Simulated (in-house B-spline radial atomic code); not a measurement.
The numbers below are computed, except where a source is named.
## In in an electron gas of r_s = 1.5: phase shifts, screening and friction

A nucleus sits in a uniform electron gas with a rigid positive background. The Kohn-Sham equations are solved self-consistently in the spin-unpolarised LDA (PW92), non-relativistic, on B-splines with outgoing waves at the boundary and partial waves to l = 8. The model has no lattice, no bands and no magnetic solution. Atomic units; δ_l are the phase shifts at the Fermi level, counted so that each bound state adds π, and good to about 0.0005.

The density parameter is r_s = 1.5 bohr.

```
l  δ_l (rad)
0    12.2561
1     9.8150
2     6.4189
3     0.3411
4     0.0602
5     0.0150
6     0.0042
7     0.0012
8     0.0004
```

Bound levels below the band bottom (hartree): d -15.59, s -3.609, p -2.348, d -0.3059, s -0.01852 and deeper ones.

Problem. Check the Friedel sum rule, and say where the screening charge sits.

Solution. k_F = (9π/4)^(1/3)/r_s = 1.27944. The rule is Z = (2/π) Σ (2l + 1) δ_l. The terms are s 7.802, p 18.745, d 20.432, f 1.520 and 0.501 beyond, in all 49.000 against Z = 49. Bound states hold 10 s, 18 p, 20 d electrons, so the scattering states carry 1.00 in all; where a term is smaller than its bound count, the bound level has drawn weight out of the band.

Problem. Find the transport cross section and the electronic stopping of a 5 keV In ion (mass 114.82 u).

Solution. σ_tr = (4π/k_F²) Σ (l + 1) sin²(δ_l − δ_(l+1)). The terms for l = 0 to 3 are 0.4155, 0.1268, 0.1248, 0.3074, all together 0.9854, so σ_tr = 7.677 × 0.9854 = 7.565 bohr². With n = 3/(4π r_s³) = 0.07074, the friction coefficient is Q = n k_F σ_tr = 0.6846. For v well below v_F = 1.279, dE/dx = Q v; with 24801 eV per u at v = 1, v = √(5000/(24801 × 114.82)) = 0.0419, so dE/dx = 0.02869 hartree/bohr = 14.8 eV/nm. The largest term couples the s and p waves.
